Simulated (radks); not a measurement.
Dispersion coefficients C6 (hartree bohr^6) between ground-configuration atoms and ions, from the Casimir-Polder integral (3/pi) of alpha_A(iw) alpha_B(iw). Method: non-relativistic Kohn-Sham, exchange-only LDA, spin-unpolarised, spherical densities, point nucleus; computed with a radial shooting solver on a logarithmic mesh with Libxc functionals. Response by self-consistent Sternheimer equations with the Hartree and adiabatic exchange-only LDA kernel. For heavy and open-shell atoms this level of theory can miss by tens of per cent.

C6      Cr+      B   As2+     Se   Al2+     Al
Cr+   73.21
B     102.7  151.5
As2+  57.07  78.01  46.75
Se    137.4  195.2  109.1  263.0
Al2+  47.08  68.59  36.26  89.59  31.26
Al    225.0  339.4  162.5  419.6  151.6  793.4

Static polarisabilities (bohr^3): Cr+ ([Ar] 3d5) 18.95, B ([He] 2s2 2p1) 29.66, As2+ ([Ar] 3d10 4s2 4p1) 10.52, Se ([Ar] 3d10 4s2 4p4) 30.69, Al2+ ([Ne] 3s1) 12.18, Al ([Ne] 3s2 3p1) 87.01. The combination rule 2 Ca Cb / ((alpha_b/alpha_a) Ca + (alpha_a/alpha_b) Cb) gives 89.79 for Se-Al2+, against 89.59 from the integral.
